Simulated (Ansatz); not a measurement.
Cl5Sb, singlet, at a GFN2-xTB geometry (core potentials on Sb). Base run: B3LYP/def2-SVP (Ansatz, a first-principles code).

Here is a job for Ansatz.
Ansatz 0.2 input:
```yaml
crystal:
  periodic: [false, false, false]
  atoms:
    - {symbol: Sb, position_ang: [-0.00000000, 0.00000000, -0.00000000]}
    - {symbol: Cl, position_ang: [1.96949773, -0.36395964, -1.23270781]}
    - {symbol: Cl, position_ang: [1.00843566, -1.01938883, 1.91215478]}
    - {symbol: Cl, position_ang: [-1.00843566, 1.01938883, -1.91215478]}
    - {symbol: Cl, position_ang: [-1.69224415, -1.63303023, 0.02187406]}
    - {symbol: Cl, position_ang: [-0.27725357, 1.99698987, 1.21083376]}
basis:
  gaussian:
    orbitals: def2-SVP
hamiltonian:
  xc: b3lyp
```

The base run was repeated with changes; each row names its change, and settings that it needs were set with it.

```
change                                                                 basis functions       E (Eh)
---------------------------------------------------------------------  ---------------  -----------
base                                                                               116  -2540.76419
basis = ANO-RCC-VDZP; relativity = none                                            133  -8422.72930
basis = ANO-RCC-VDZP; relativity = spin-free X2C; nucleus = Gaussian               133  -8788.98860
basis = ANO-RCC-VDZP; relativity = spin-free X2C                                   133  -8789.17840
basis = x2c-SVPall; relativity = spin-free X2C; nucleus = Gaussian                 126  -8787.56399
basis = x2c-SVPall; relativity = spin-free X2C                                     126  -8787.70645
basis = jorge-DZP-DKH; relativity = spin-free X2C                                  168  -8781.62179
basis = x2c-SVPall; relativity = none                                              126  -8464.35798
basis = jorge-DZP-DKH; relativity = spin-free X2C; nucleus = Gaussian              168  -8781.45960
basis = jorge-DZP-DKH; relativity = none                                           168  -8550.18286
```

Totals shift with the method and basis; they matter in differences.

Ansatz warned in this series: the basis is contracted for relativity, which the run leaves out.

Basis sets contracted for a relativistic Hamiltonian are a mismatch without it, so the rows without relativity aren't non-relativistic limits. No row has spin-orbit coupling; sets with core potentials leave out the core electrons.
